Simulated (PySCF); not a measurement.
A species of formula C5H14NPSi has this rotational fingerprint, computed with PBE0/pcSseg-1 in PySCF (dipole) on a GFN2-xTB geometry, gas phase:

- Rotational constants: A = 3204, B = 726.2, C = 650.3 MHz
- Dipole components: |μa| = 1.32 D, |μb| = 0.27 D, |μc| = 0.69 D
- Inertial defect: -76.46 u·Å²
- κ: -0.94

**Question.** Which structure is it? (One computed conformer of each.)
A. `[CH3:1][N:2]([SiH2:3][PH2:4])[CH:5]1[CH2:6][CH2:7][CH2:8]1` with C1–N2–Si3–P4 16°, N2–Si3–P4–H 180° and -87°, C1–N2–C5–C6 -174°, N2–C5–C6–C7 -135°, C5–C6–C7–C8 14°, C6–C7–C8–C5 -14°, N2–C5–C8–C7 137°
B. `[CH2:1]=[CH:2][P@@:3]([CH3:4])([CH2:5][CH3:6])=[N:7][SiH3:8]` with C1–C2–P3–C4 150°, C2–P3–C5–C6 -55°
C. `[CH2:1]=[CH:2][P:3]([SiH3:4])[CH2:5][N:6]([CH3:7])[CH3:8]` with C1–C2–P3–Si4 75°, C2–P3–C5–N6 -142°, P3–C5–N6–C7 161°

**Answer.** A. It is CN([SiH2]P)C1CCC1, a near-prolate asymmetric top, point group C1. The candidates at the same level (rigid rotor, commonest isotopes):

```tsv
SMILES	A (MHz)	B (MHz)	C (MHz)	μa (D)	μb (D)	μc (D)	Δ (u·Å²)	point group	rotor
CN([SiH2]P)C1CCC1	3204	726.2	650.3	1.32	0.27	0.69	-76.46	C1	near-prolate asymmetric top
C=C[P@@](C)(CC)=N[SiH3]	1983	955.5	823.2	3.73	0.90	1.79	-169.85	C1	asymmetric top
C=CP([SiH3])CN(C)C	2375	873.9	784.3	1.68	1.12	1.08	-146.74	C1	asymmetric top
```

`C=CP([SiH3])CN(C)C` has A 26 % too low; `C=C[P@@](C)(CC)=N[SiH3]` has A 38 % too low. No structure here is proved a minimum.
